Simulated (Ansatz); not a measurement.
Geometry optimisation, RKS revPBE-D4/6-31G (Ansatz).

The input (input.yaml):

```yaml
crystal:
  periodic: [false, false, false]
  atoms:
    - { symbol: C, position_ang: [-0.0344, -2.2282, -0.2819] }
    - { symbol: Si, position_ang: [0.022, -0.7746, 0.8473] }
    - { symbol: Si, position_ang: [1.5146, 0.7713, 0.1699] }
    - { symbol: C, position_ang: [-0.2354, 0.9416, 0.2363] }
    - { symbol: "N", position_ang: [-1.0467, 1.0903, -1.0355] }
    - { symbol: O, position_ang: [-0.8216, 1.8705, 1.2113] }
    - { symbol: H, position_ang: [-0.0509, -1.8756, -1.3411] }
    - { symbol: H, position_ang: [0.7915, -2.8603, -0.1637] }
    - { symbol: H, position_ang: [-0.9985, -2.7383, -0.0908] }
    - { symbol: H, position_ang: [0.0167, -1.0277, 2.3385] }
    - { symbol: H, position_ang: [2.261, 1.5698, 1.2304] }
    - { symbol: H, position_ang: [2.0768, 0.6932, -1.1977] }
    - { symbol: H, position_ang: [-0.682, 0.6048, -1.81] }
    - { symbol: H, position_ang: [-1.0385, 2.0893, -1.29] }
    - { symbol: H, position_ang: [-1.7965, 1.8231, 1.2066] }
basis:
  gaussian: { orbitals: "6-31G" }
hamiltonian:
  xc: revpbe
  dispersion: d4
relax:
  f_tol: 0.015
  max_steps: 40
```

Run as:

```bash
$ ansatz run input.yaml --threads 1 --pin off --max-ram 2048MiB --backend cpu --events-out ev --progress --plain --runs-dir out
```

Question: Where does it end, and by what steps?

Answer: The forces met the threshold. Limits of this set-up: no polarisation functions. After 16 steps the energy has fallen by 1.429 eV; H13 moved furthest, 1.17 Å.

```json
{"step": "0", "energy less start (eV)": "0.0000", "largest force component (eV/Å)": "6.121", "accepted": "yes"}
{"step": "1", "energy less start (eV)": "-0.9049", "largest force component (eV/Å)": "3.030", "accepted": "yes"}
{"step": "2", "energy less start (eV)": "-1.1719", "largest force component (eV/Å)": "0.870", "accepted": "yes"}
{"step": "3", "energy less start (eV)": "-1.2702", "largest force component (eV/Å)": "0.476", "accepted": "yes"}
{"step": "4", "energy less start (eV)": "-1.3019", "largest force component (eV/Å)": "0.232", "accepted": "yes"}
{"step": "5", "energy less start (eV)": "-1.3178", "largest force component (eV/Å)": "0.926", "accepted": "yes"}
{"step": "6", "energy less start (eV)": "-1.3377", "largest force component (eV/Å)": "0.465", "accepted": "yes"}
{"step": "7", "energy less start (eV)": "-1.3680", "largest force component (eV/Å)": "0.665", "accepted": "yes"}
{"step": "8", "energy less start (eV)": "-1.3879", "largest force component (eV/Å)": "0.550", "accepted": "yes"}
{"step": "9", "energy less start (eV)": "-1.3723", "largest force component (eV/Å)": "0.645", "accepted": "no"}
{"step": "10", "energy less start (eV)": "-1.4099", "largest force component (eV/Å)": "0.292", "accepted": "yes"}
{"step": "11", "energy less start (eV)": "-1.4219", "largest force component (eV/Å)": "0.170", "accepted": "yes"}
{"step": "12", "energy less start (eV)": "-1.4253", "largest force component (eV/Å)": "0.069", "accepted": "yes"}
{"step": "13", "energy less start (eV)": "-1.4284", "largest force component (eV/Å)": "0.072", "accepted": "yes"}
{"step": "14", "energy less start (eV)": "-1.4289", "largest force component (eV/Å)": "0.050", "accepted": "yes"}
{"step": "15", "energy less start (eV)": "-1.4294", "largest force component (eV/Å)": "0.024", "accepted": "yes"}
{"step": "16", "energy less start (eV)": "-1.4294", "largest force component (eV/Å)": "0.008", "accepted": "yes"}
```

```xyz
15
Properties=species:S:1:pos:R:3
C -0.072 -2.284 -0.358
Si 0.213 -0.790 0.819
Si 1.675 0.949 0.278
C -0.290 1.001 0.138
N -0.827 1.016 -1.178
O -0.818 1.957 1.146
H -0.019 -1.911 -1.394
H 0.703 -3.054 -0.214
H -1.062 -2.740 -0.188
H -0.121 -1.023 2.278
H 2.303 1.804 1.350
H 2.424 0.944 -1.035
H -1.742 0.586 -1.324
H -0.679 1.864 -1.727
H -1.711 1.631 1.439
```

Whether the end is a true minimum wasn't checked by a vibrational analysis.

Time of the run: 91 s on 1 thread of Intel(R) Xeon(R) 6975P-C (Granite Rapids) (shared host), peak memory 0.17 GiB.
